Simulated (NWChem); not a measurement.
Species: CH$_{2}$NO cation; SMILES [NH2+]=C=O

Results from NWChem. Pople sets run with spherical d functions. Medium grid unless said otherwise, to which SCAN and Minnesota functionals are sensitive. All runs use the structure optimised with PBE0/def2-SVP.

For level OLYP/6-31G*:

```yaml
highest occupied level (eV): -15.47
orbital gap (eV): 5.91
```

Task: How do the values read with level M06-2X/6-31G* instead?

Result: The highest occupied level (eV) is -18.57 and the orbital gap (eV) comes out as 11.27.
